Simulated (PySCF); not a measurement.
# Correlation energy of Zn⁺ (zinc, charge +1)

[Ar] 3d10 4s1, 2S determinant. Calculation: PySCF 2.14, in 6-31G*; no relativity, point nucleus. Frozen: [Ar]; 11 electrons correlated.

MP2 pair energies summed by pair of shells (mhartree):

| pair | energy | share (%) |
| --- | --- | --- |
| 3d-3d | -203.43 | 94.1 |
| 3d-4s | -12.72 | 5.9 |

Total MP2 correlation energy: -216.15 mhartree.

Same-spin part -79.24 and opposite-spin part -136.91 mhartree; SCS-MP2 scales them by 1/3 and 6/5 to -190.71 mhartree.

```tsv
level	correlation energy (mhartree)
CCSD	-195.07
(T)	-5.49
CCSD(T)	-200.56
```

Diagnostics: T1 = 0.0061, D1 = 0.0132, largest double amplitude 0.028.

Cost of the coupled-cluster step: 0.42 s of wall time on 1 thread of Neoverse-V1 (shared host), for 11 correlated electrons.
